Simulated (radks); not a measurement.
Initial-state core-level shifts of the cerium ion Ce3+ when its valence configuration changes from [Xe] 4f1. Calculated with a radial shooting solver on a logarithmic mesh with Libxc functionals: scalar-relativistic Kohn-Sham, PBEsol, spin-polarised, spherical densities, finite nucleus; open shells are filled with parallel spins first (spin-orbit coupling, left out, can overturn this in heavy ions); Fermi nuclear charge, rms radius 4.8771 fm. Shifts are changes of the shell-averaged eigenvalues in eV (positive: less bound); the change of the density at the nucleus, which sets a Mossbauer isomer shift, is in e/bohr^3, on a base of 3.971e+05.

valence           3p       3d       4s       4d  density at nucleus
5d1           -9.912   -9.783   -8.961   -8.201              +24.34
6p1          -14.176  -14.067  -13.113  -12.330              +30.57
6s1          -13.176  -13.066  -12.120  -11.344              +69.29
4f0.5 5d0.5   -4.807   -4.744   -4.378   -4.015              +11.70
